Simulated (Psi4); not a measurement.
dimethyl diselenide (C2H6Se2), singlet, geometry from GFN2-xTB. Base run: B3LYP/6-31G* (Psi4).

Geometry (Å):
```xyz
10

C      1.9686    -1.1761     0.1591
Se     0.9795     0.5075     0.4336
Se    -0.9599     0.0394    -0.6943
C     -2.0374    -0.7474     0.7578
H      2.9650    -1.0304     0.5645
H      2.0224    -1.3866    -0.9051
H      1.4668    -1.9844     0.6838
H     -3.0345    -0.9124     0.3615
H     -2.0738    -0.0507     1.5901
H     -1.5984    -1.6915     1.0682
```
Charge 0, spin multiplicity 1.
All else is at Psi4's defaults (density fitting, Cartesian functions).

The base run was repeated with changes; each row names its change, and settings that it needs were set with it.

```tsv
change	basis functions	E (Eh)	dipole (D)
base	112	-4882.18256	2.02
basis = cc-pVDZ-DK; relativity = spin-free X2C (with scf_type pk)	112	-4939.51851	1.61
basis = cc-pVDZ-DK; relativity = none (with scf_type pk)	112	-4849.60457	1.81
```

Totals shift with the method and basis; they matter in differences.

Basis sets contracted for a relativistic Hamiltonian are a mismatch without it, so the rows without relativity aren't non-relativistic limits. No row has spin-orbit coupling; sets with core potentials leave out the core electrons.
